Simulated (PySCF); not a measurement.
**[TaH3(C2H4)]+ at several levels of theory**

Computed with PySCF 2.14.0 (density fitting, no spin-orbit coupling) at the geometry relaxed with B3LYP:

```xyz
10
[TaH3(C2H4)]+ (doublet)
Ta    0.1857    0.2114    0.0000
H     1.0477    2.2411    0.0000
H     0.2794    2.4222    0.0000
H    -1.3252    1.0941    0.0000
C    -0.0104   -1.6830    0.7805
C    -0.0104   -1.6830   -0.7805
H    -0.9532   -1.9914    1.2595
H     0.8722   -2.1568    1.2447
H    -0.9532   -1.9914   -1.2595
H     0.8722   -2.1568   -1.2447
```

| level | basis | state | HOMO (eV) | gap (eV) | charge on Ta1 (e) | dipole about the centre of mass (D) | largest force component (eV/Å) |
| --- | --- | --- | --- | --- | --- | --- | --- |
| B3LYP | Ta def2-SVP with ECP60, H def2-SVP, C def2-SVP | doublet | -11.22 | 2.55 | 0.89 | 1.58 | 0.02 |
| TPSS | the same | doublet | -10.37 | 1.03 | 0.89 | 1.57 | 0.09 |
| B3LYP | Ta def2-TZVP with ECP60, H def2-TZVP, C def2-TZVP | doublet | -11.24 | 2.59 | 0.81 | 1.46 | 0.35 |
| B3LYP | Ta x2c-SVPall, H x2c-SVPall, C x2c-SVPall | doublet | -11.40 | 2.51 | 0.53 | 1.46 | 0.73 |

HOMO and gap are taken over both spins. Charges are Mulliken's, which hang on the basis. The relaxation used the grid (50, 194), these runs (75, 302) or, all-electron (x2c bases, spin-free X2C Hamiltonian), (99, 590).

Q: A further run in the first row's basis gives HOMO (eV) -10.27, gap (eV) 0.80, charge on Ta1 (e) 0.82, dipole about the centre of mass (D) 1.42, largest force component (eV/Å) 0.27. Which level was it?
A. wB97X
B. revPBE
C. CAM-B3LYP

A: B. The others give HOMO -12.79 eV (CAM-B3LYP); -13.70 eV (wB97X).

On relaxing from the template, bonds within or between ligands changed, so the formula names the start rather than the bonding at the end. Open shells may have lower solutions than the one found.
